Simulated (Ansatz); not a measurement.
The cluster As₃P₂⁺, relaxed as a triplet with UKS PBE-D4/def2-SVP in Ansatz, starting from the PBE-D4/def2-SVP geometry of the charge +1 singlet. Force threshold 0.02 eV/Å.

At PBE-D4/def2-SVP a singlet of charge 1 lies 1.52 eV below the triplet, each at its own geometry. The structure comes from a short search, and lower isomers may exist.

Start:

```tsv
atom	x (Å)	y (Å)	z (Å)
P1	0.320	-0.379	-1.572
P2	-0.066	-1.629	0.233
As3	1.398	0.314	0.516
As4	-1.039	0.158	1.405
As5	-0.613	1.536	-0.583
```

Q: Estimate the energy that the relaxation releases and the steps that it takes.

A: 75.0 kJ/mol, in 10 steps; 23 s on 4 threads of Arm Neoverse V1 on a shared host. No frequencies were taken in this run, so the end may be a saddle point.

Q: Does the start keep its bonding and symmetry?

A: Bonds formed: P2–As5 (atoms count from 1). Point group Cs at the start, Cs at the end, both within 0.05 Å.

Q: Predict the relaxed structure.

A: 
Cartesian coordinates in Å:
```
P 0.767 -0.349 -1.703
P -0.449 -1.322 -0.033
As 1.368 0.312 0.527
As -0.860 0.271 1.830
As -0.826 1.087 -0.620
```
Bond lengths: 5 × As–P 2.40 to 2.51 Å; 3 × As–As 2.58 to 2.59 Å; 1 × P–P 2.28 Å.
